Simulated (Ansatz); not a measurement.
Ansatz (a program for electronic structure) input (PBE/6-31G*):

Ansatz 0.2 input:
```yaml
crystal:
  periodic: [false, false, false]
  atoms:
    - {symbol: O, position_ang: [-0.50769900, -1.83231500, 0.14527100]}
    - {symbol: Si, position_ang: [-0.44246900, -0.28539800, 0.07857200]}
    - {symbol: O, position_ang: [-1.05433200, 0.64038500, 1.35312600]}
    - {symbol: O, position_ang: [-1.27354900, 0.42296900, -1.23102900]}
    - {symbol: Si, position_ang: [1.78420100, 0.50641800, -0.13197900]}
    - {symbol: H, position_ang: [-1.73700600, 1.23499700, 1.02861700]}
    - {symbol: H, position_ang: [-1.49799300, -0.28191100, -1.84657100]}
    - {symbol: H, position_ang: [1.95653500, 1.99285100, -0.27352800]}
    - {symbol: H, position_ang: [2.67136900, 0.15709500, 1.02407600]}
    - {symbol: H, position_ang: [2.50749500, -0.04561800, -1.32384200]}
basis:
  gaussian:
    orbitals: 6-31G*
hamiltonian:
  xc: {name: PBE}
total_charge: -1
relax: {f_tol: 0.003, max_steps: 120}
```

Output:

```
Functional definition: PBE
integrals: 0.04 GiB planned
1041 factors; their error is unknown
mean field: 0.24 GiB planned
mean field evaluation 1: about -21958.9033 eV, gradient 6.2e1 eV
mean field evaluation 2: about -21880.2872 eV, gradient 1.8e2 eV
mean field evaluation 4: about -21965.6741 eV, gradient 1.5e1 eV
mean field evaluation 8: about -21966.0828 eV, gradient 2.9e-1 eV
mean field evaluation 16: about -21965.9957 eV, gradient 1.3e-4 eV
mean field -21965.99565693 eV, -807.2354513057 hartree, gradient 2.2e-5 eV, S^2 0.000000; 0 other end points of the search recorded, 0 dependent functions left out
the calculation of the forces begins
reference -21965.99569715 eV, -807.2354527837 hartree; 29, 29 occupied and 64, 64 virtual orbitals, 1041 factors
relax step   1: F+E_penalty+E_count = -21965.99565693 eV  Δ(F+E_penalty+E_count) = +0.000e0 eV  max|allowed force component| = 1.196e0 eV/Å  Δτ_max = 0.0000 Å  (28 SCF iters, accepted)
these checks for a lower state are left out or cut short: starts, cluster_reference, orbital_swaps, neighbouring_geometries, increment
integrals: 0.04 GiB planned
1041 factors; their error is unknown
mean field: 0.24 GiB planned
mean field -21966.04214753 eV, -807.2371598037 hartree, gradient 1.1e-5 eV, S^2 0.000000; 0 other end points of the search recorded, 0 dependent functions left out
the calculation of the forces begins
reference -21966.04218754 eV, -807.2371612738 hartree; 29, 29 occupied and 64, 64 virtual orbitals, 1041 factors
relax step   2: F+E_penalty+E_count = -21966.04214753 eV  Δ(F+E_penalty+E_count) = -4.649e-2 eV  max|allowed force component| = 5.629e-1 eV/Å  Δτ_max = 0.0758 Å  (30 SCF iters, accepted)
these checks for a lower state are left out or cut short: starts, cluster_reference, orbital_swaps, neighbouring_geometries, increment
integrals: 0.04 GiB planned
1041 factors; their error is unknown
mean field: 0.24 GiB planned
mean field -21966.05886772 eV, -807.2377742593 hartree, gradient 8.1e-5 eV, S^2 0.000000; 0 other end points of the search recorded, 0 dependent functions left out
the calculation of the forces begins
reference -21966.05890758 eV, -807.2377757242 hartree; 29, 29 occupied and 64, 64 virtual orbitals, 1041 factors
relax step   3: F+E_penalty+E_count = -21966.05886772 eV  Δ(F+E_penalty+E_count) = -1.672e-2 eV  max|allowed force component| = 1.805e-1 eV/Å  Δτ_max = 0.0424 Å  (27 SCF iters, accepted)
these checks for a lower state are left out or cut short: starts, cluster_reference, orbital_swaps, neighbouring_geometries, increment
integrals: 0.04 GiB planned
1041 factors; their error is unknown
mean field: 0.24 GiB planned
mean field evaluation 32: about -21966.1534 eV, gradient 1.1e-2 eV
mean field -21966.06580173 eV, -807.2380290795 hartree, gradient 8.0e-5 eV, S^2 0.000000; 0 other end points of the search recorded, 0 dependent functions left out
the calculation of the forces begins
reference -21966.06584162 eV, -807.2380305453 hartree; 29, 29 occupied and 64, 64 virtual orbitals, 1041 factors
relax step   4: F+E_penalty+E_count = -21966.06580173 eV  Δ(F+E_penalty+E_count) = -6.934e-3 eV  max|allowed force component| = 1.233e-1 eV/Å  Δτ_max = 0.0352 Å  (27 SCF iters, accepted)
these checks for a lower state are left out or cut short: starts, cluster_reference, orbital_swaps, neighbouring_geometries, increment
integrals: 0.04 GiB planned
1041 factors; their error is unknown
mean field: 0.24 GiB planned
mean field -21966.06946741 eV, -807.2381637908 hartree, gradient 8.0e-5 eV, S^2 0.000000; 0 other end points of the search recorded, 0 dependent functions left out
the calculation of the forces begins
reference -21966.06950734 eV, -807.2381652581 hartree; 29, 29 occupied and 64, 64 virtual orbitals, 1041 factors
relax step   5: F+E_penalty+E_count = -21966.06946741 eV  Δ(F+E_penalty+E_count) = -3.666e-3 eV  max|allowed force component| = 6.556e-2 eV/Å  Δτ_max = 0.0399 Å  (27 SCF iters, accepted)
these checks for a lower state are left out or cut short: starts, cluster_reference, orbital_swaps, neighbouring_geometries, increment
integrals: 0.04 GiB planned
1041 factors; their error is unknown
mean field: 0.24 GiB planned
mean field -21966.07006713 eV, -807.2381858298 hartree, gradient 8.2e-5 eV, S^2 0.000000; 0 other end points of the search recorded, 0 dependent functions left out
the calculation of the forces begins
reference -21966.07010706 eV, -807.2381872973 hartree; 29, 29 occupied and 64, 64 virtual orbitals, 1041 factors
relax step   6: F+E_penalty+E_count = -21966.07006713 eV  Δ(F+E_penalty+E_count) = -5.997e-4 eV  max|allowed force component| = 3.315e-2 eV/Å  Δτ_max = 0.0152 Å  (28 SCF iters, accepted)
these checks for a lower state are left out or cut short: starts, cluster_reference, orbital_swaps, neighbouring_geometries, increment
integrals: 0.04 GiB planned
1041 factors; their error is unknown
mean field: 0.24 GiB planned
mean field -21966.07030876 eV, -807.2381947095 hartree, gradient 8.3e-5 eV, S^2 0.000000; 0 other end points of the search recorded, 0 dependent functions left out
the calculation of the forces begins
reference -21966.07034871 eV, -807.2381961777 hartree; 29, 29 occupied and 64, 64 virtual orbitals, 1041 factors
relax step   7: F+E_penalty+E_count = -21966.07030876 eV  Δ(F+E_penalty+E_count) = -2.416e-4 eV  max|allowed force component| = 8.503e-2 eV/Å  Δτ_max = 0.0434 Å  (27 SCF iters, accepted)
these checks for a lower state are left out or cut short: starts, cluster_reference, orbital_swaps, neighbouring_geometries, increment
integrals: 0.04 GiB planned
1041 factors; their error is unknown
mean field: 0.24 GiB planned
mean field -21966.07076203 eV, -807.2382113670 hartree, gradient 8.2e-5 eV, S^2 0.000000; 0 other end points of the search recorded, 0 dependent functions left out
the calculation of the forces begins
reference -21966.07080198 eV, -807.2382128350 hartree; 29, 29 occupied and 64, 64 virtual orbitals, 1041 factors
relax step   8: F+E_penalty+E_count = -21966.07076203 eV  Δ(F+E_penalty+E_count) = -4.533e-4 eV  max|allowed force component| = 2.508e-2 eV/Å  Δτ_max = 0.0094 Å  (29 SCF iters, accepted)
these checks for a lower state are left out or cut short: starts, cluster_reference, orbital_swaps, neighbouring_geometries, increment
integrals: 0.04 GiB planned
1041 factors; their error is unknown
mean field: 0.24 GiB planned
mean field -21966.07086707 eV, -807.2382152273 hartree, gradient 8.2e-5 eV, S^2 0.000000; 0 other end points of the search recorded, 0 dependent functions left out
the calculation of the forces begins
reference -21966.07090704 eV, -807.2382166959 hartree; 29, 29 occupied and 64, 64 virtual orbitals, 1041 factors
relax step   9: F+E_penalty+E_count = -21966.07086707 eV  Δ(F+E_penalty+E_count) = -1.050e-4 eV  max|allowed force component| = 3.393e-2 eV/Å  Δτ_max = 0.0143 Å  (28 SCF iters, accepted)
these checks for a lower state are left out or cut short: starts, cluster_reference, orbital_swaps, neighbouring_geometries, increment
integrals: 0.04 GiB planned
1041 factors; their error is unknown
mean field: 0.24 GiB planned
mean field evaluation 64: about -21966.0710 eV, gradient 1.9e-5 eV
mean field -21966.07104983 eV, -807.2382219435 hartree, gradient 8.2e-5 eV, S^2 0.000000; 0 other end points of the search recorded, 0 dependent functions left out
the calculation of the forces begins
reference -21966.07108981 eV, -807.2382234129 hartree; 29, 29 occupied and 64, 64 virtual orbitals, 1041 factors
relax step  10: F+E_penalty+E_count = -21966.07104983 eV  Δ(F+E_penalty+E_count) = -1.828e-4 eV  max|allowed force component| = 1.653e-2 eV/Å  Δτ_max = 0.0127 Å  (27 SCF iters, accepted)
these checks for a lower state are left out or cut short: starts, cluster_reference, orbital_swaps, neighbouring_geometries, increment
integrals: 0.04 GiB planned
1041 factors; their error is unknown
mean field: 0.24 GiB planned
mean field -21966.07109355 eV, -807.2382235501 hartree, gradient 8.2e-5 eV, S^2 0.000000; 0 other end points of the search recorded, 0 dependent functions left out
the calculation of the forces begins
reference -21966.07113356 eV, -807.2382250206 hartree; 29, 29 occupied and 64, 64 virtual orbitals, 1041 factors
relax step  11: F+E_penalty+E_count = -21966.07109355 eV  Δ(F+E_penalty+E_count) = -4.372e-5 eV  max|allowed force component| = 8.521e-3 eV/Å  Δτ_max = 0.0148 Å  (28 SCF iters, accepted)
these checks for a lower state are left out or cut short: starts, cluster_reference, orbital_swaps, neighbouring_geometries, increment
integrals: 0.04 GiB planned
1041 factors; their error is unknown
mean field: 0.24 GiB planned
mean field -21966.07110730 eV, -807.2382240556 hartree, gradient 2.5e-5 eV, S^2 0.000000; 0 other end points of the search recorded, 0 dependent functions left out
the calculation of the forces begins
reference -21966.07114732 eV, -807.2382255263 hartree; 29, 29 occupied and 64, 64 virtual orbitals, 1041 factors
relax step  12: F+E_penalty+E_count = -21966.07110730 eV  Δ(F+E_penalty+E_count) = -1.376e-5 eV  max|allowed force component| = 6.352e-3 eV/Å  Δτ_max = 0.0053 Å  (24 SCF iters, accepted)
these checks for a lower state are left out or cut short: starts, cluster_reference, orbital_swaps, neighbouring_geometries, increment
integrals: 0.04 GiB planned
1041 factors; their error is unknown
mean field: 0.24 GiB planned
mean field -21966.07111225 eV, -807.2382242372 hartree, gradient 6.3e-6 eV, S^2 0.000000; 0 other end points of the search recorded, 0 dependent functions left out
the calculation of the forces begins
reference -21966.07115227 eV, -807.2382257080 hartree; 29, 29 occupied and 64, 64 virtual orbitals, 1041 factors
relax step  13: F+E_penalty+E_count = -21966.07111225 eV  Δ(F+E_penalty+E_count) = -4.942e-6 eV  max|allowed force component| = 4.770e-3 eV/Å  Δτ_max = 0.0029 Å  (24 SCF iters, accepted)
these checks for a lower state are left out or cut short: starts, cluster_reference, orbital_swaps, neighbouring_geometries, increment
integrals: 0.04 GiB planned
1041 factors; their error is unknown
mean field: 0.24 GiB planned
mean field -21966.07111383 eV, -807.2382242954 hartree, gradient 4.7e-5 eV, S^2 0.000000; 0 other end points of the search recorded, 0 dependent functions left out
the calculation of the forces begins
reference -21966.07115385 eV, -807.2382257662 hartree; 29, 29 occupied and 64, 64 virtual orbitals, 1041 factors
relax step  14: F+E_penalty+E_count = -21966.07111383 eV  Δ(F+E_penalty+E_count) = -1.583e-6 eV  max|allowed force component| = 7.869e-4 eV/Å  Δτ_max = 0.0009 Å  (20 SCF iters, accepted)
integrals: 0.04 GiB planned
1041 factors; their error is unknown
mean field: 0.24 GiB planned
mean field evaluation 96: about -21966.1580 eV, gradient 3.5e-1 eV
mean field -21966.07111383 eV, -807.2382242954 hartree, gradient 4.7e-5 eV, S^2 0.000000; 1 other end points of the search recorded, 0 dependent functions left out
the calculation of the forces begins
reference -21966.07115385 eV, -807.2382257662 hartree; 29, 29 occupied and 64, 64 virtual orbitals, 1041 factors
Total energy: -21966.07115385 eV, -807.2382257662 hartree
Atom 0 at    -0.574943    -1.842703     0.132778 Å, force     0.000017    -0.000106    -0.000259 eV/Å
Atom 1 at    -0.437590    -0.274889     0.088029 Å, force    -0.000071     0.000580     0.000212 eV/Å
Atom 2 at    -1.023784     0.697585     1.378324 Å, force     0.000600    -0.000153     0.000765 eV/Å
Atom 3 at    -1.268730     0.482572    -1.233126 Å, force     0.000186    -0.000642    -0.000068 eV/Å
Atom 4 at     1.793161     0.507629    -0.130953 Å, force     0.000365    -0.000088    -0.000116 eV/Å
Atom 5 at    -1.841149     1.098919     1.017674 Å, force    -0.000787     0.000272    -0.000431 eV/Å
Atom 6 at    -1.482951    -0.270150    -1.820840 Å, force    -0.000009     0.000196    -0.000125 eV/Å
Atom 7 at     1.994495     2.004419    -0.320133 Å, force    -0.000086    -0.000017     0.000031 eV/Å
Atom 8 at     2.715137     0.185635     1.032874 Å, force     0.000041    -0.000060    -0.000027 eV/Å
Atom 9 at     2.532907    -0.079544    -1.321912 Å, force    -0.000258     0.000017     0.000017 eV/Å
Dipole moment:    -0.245511     0.490393    -0.294056 e Å
```

The dipole moment of an ion depends on the origin.

The geometry given is a B3LYP-D3(BJ)/def2-TZVP minimum.
